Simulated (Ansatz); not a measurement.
```yaml
crystal:
  periodic: [false, false, false]
  atoms:
    - {symbol: Cu, position_ang: [-1.114067, 0.221815, 0.469104]}
    - {symbol: Cu, position_ang: [1.115576, -0.269943, -0.439145]}
    - {symbol: Cu, position_ang: [0.048507, -1.728818, 1.054949]}
    - {symbol: Zn, position_ang: [-0.050006, 1.776946, -1.084897]}
basis:
  gaussian: {orbitals: def2-mTZVP, nuclear_model: gaussian}
total_charge: 1
hamiltonian: {xc: {name: BHLYP}}
scf: {lower_state_search: off}
output: {forces: true}
```

```sh
$ ansatz run in.yaml --threads 4 --pin off --events-out ev --progress --plain --max-ram 8704MiB
```

Shortened log:

```
Functional definition: BHLYP
1464 factors; integrals over basis functions are off by at most 4.1e-4 eV
mean field evaluation 1: about -182296.1930 eV, gradient 2.0e2 eV
mean field evaluation 2: about -181063.9361 eV, gradient 7.7e2 eV
mean field evaluation 4: about -182321.7951 eV, gradient 7.0e1 eV
mean field evaluation 8: about -182329.9696 eV, gradient 7.6e-1 eV
mean field evaluation 16: about -182330.2541 eV, gradient 1.1e-2 eV
mean field -182330.25412343 eV, -6700.5132511508 hartree, gradient 3.5e-6 eV, S^2 0.000000; 0 other end points of the search recorded, 0 dependent functions left out
reference -182330.25428775 eV, -6700.5132571897 hartree; 58, 58 occupied and 74, 74 virtual orbitals, 1464 factors
Total energy: -182330.25428775 eV, -6700.5132571897 hartree
Atom 0 at    -1.114067     0.221815     0.469104 Å, force    -0.103350    -0.147543     0.148869 eV/Å
Atom 1 at     1.115576    -0.269943    -0.439145 Å, force     0.113397    -0.195039     0.060383 eV/Å
Atom 2 at     0.048507    -1.728818     1.054949 Å, force     0.023008    -0.829430     0.506301 eV/Å
Atom 3 at    -0.050006     1.776946    -1.084897 Å, force    -0.033055     1.172012    -0.715553 eV/Å
Dipole moment:    -0.004867     0.171600    -0.104752 e Å
Checks for a lower state left out: stability, starts, cluster_reference, orbital_swaps, neighbouring_geometries, increment
```

Run time 2.5 s (4 threads of Intel Xeon on a shared host).

The dipole of an ion depends on the origin.
